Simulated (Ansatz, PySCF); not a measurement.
CH9AlO2Si2, triplet, at the geometry of the source list (a higher spin typed on purpose: for a closed-shell molecule this is an excited state) (in this run its highest filled SCF level lies above zero, so its values depend strongly on the basis, on diffuse functions most of all), atoms displaced at random by about 0.03 Å a coordinate. Base run: PBE0/STO-3G, gradient (PySCF).

The PySCF input:
```python
from pyscf import gto, scf, dft

mol = gto.M(
    atom='''
Al    0.24626776    0.35041421    0.30157632
C     1.08433175    1.75398538    1.46468015
H     1.76565299    1.25158056    2.21786259
H     0.38845806    2.30617613    1.97209958
H     1.74379393    2.40889600    0.86031553
O    -0.89156674    0.80310807   -0.82390500
Si   -1.94502549    1.21677045   -1.92536907
H    -3.32041693    0.89496469   -1.38800743
H    -1.76374141    0.47523422   -3.13599275
H    -1.87240669    2.67627662   -2.17942058
O     0.53896593   -1.36791715    0.46585188
Si    0.94823517   -2.86573703    0.53531522
H    -0.36842079   -3.57002338    0.86381658
H     1.93123092   -3.08443405    1.52801881
H     1.44319010   -3.23750588   -0.79538835
''',
    basis='sto-3g',
    spin=2,
    verbose=4,
)

mf = dft.UKS(mol)
mf.xc = 'pbe0'
mf.kernel()
g = mf.nuc_grad_method()
grad = g.kernel()
```

Programs used: Ansatz (a quantum-chemistry and plane-wave program), PySCF; a row that names a program was run with it.

The coordinate followed is z of atom 4.

Variants of this job, named by their change:

```csv
change,dE/dx (Eh/bohr),net force (Eh/bohr)
base,-0.035931,0.000048
grids.level = 1; grid_response = on,-0.035986,0.000000
finite difference step (bohr) = 1e-3; conv_tol = 1e-11,-0.035940,-
finite difference step (bohr) = 1e-5; conv_tol = 1e-11,-0.035940,-
conv_tol = 1e-6,-0.035904,0.000048
finite difference step (bohr) = 1e-4; conv_tol = 1e-11,-0.035940,-
grids.level = 0; grid_response = off,-0.036359,0.004509
finite difference step (bohr) = 0.2; conv_tol = 1e-11,-0.035284,-
grids.level = 5; grid_response = off,-0.035932,0.000008
code = ansatz,-0.035932,0.000000
grids.level = 0; grid_response = on,-0.036115,0.000000
finite difference step (bohr) = 0.01; conv_tol = 1e-11,-0.035938,-
```

The net force is zero for an exact gradient.

Open shells are given as the SCF converged; they aren't shown to be the lowest states, and a large step between rows can be another state.
